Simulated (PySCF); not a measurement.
B(Cl)(Et)(NH2) (C2H7BClN), SMILES CCB(N)Cl.

Geometry: PBE-D3(BJ)/def2-SVP. This is a generated structure with no PubChem entry under its InChIKey; it may be hypothetical. One conformer was computed; it need not be the lowest.

These are PySCF with TDDFT-PBE/def2-SVPD values and carry that method's errors.

Vertical excitations.  State labels are in the subgroup Cs.

```
state  symmetry  energy (eV)  λ (nm)      f          main pairs
-----  --------  -----------  ------  -----  ------------------
S1           A"         6.44     192  0.002     HOMO→LUMO 100 %
S2           A'         6.51     190  0.014    HOMO−1→LUMO 98 %
S3           A"         6.59     188  0.000  HOMO−1→LUMO+1 99 %
S4           A'         7.18     173  0.130    HOMO→LUMO+1 79 %
S5           A"         7.42     167  0.021    HOMO−2→LUMO 99 %
S6           A"         7.49     165  0.002   HOMO→LUMO+2 100 %
S7           A'         7.52     165  0.023    HOMO−3→LUMO 94 %
S8           A'         7.60     163  0.056  HOMO−1→LUMO+2 96 %
S9           A"         7.61     163  0.014    HOMO→LUMO+3 96 %
S10          A"         7.66     162  0.003  HOMO−3→LUMO+1 95 %
T1           A'         5.94     209      0    HOMO→LUMO+1 96 %
T2           A"         6.30     197      0      HOMO→LUMO 97 %
T3           A"         6.32     196      0  HOMO−1→LUMO+1 95 %
T4           A'         6.44     192      0   HOMO−1→LUMO 100 %
```
Triplets are in the Tamm–Dancoff approximation, which puts them higher than full response would, so one can lie above its singlet here.
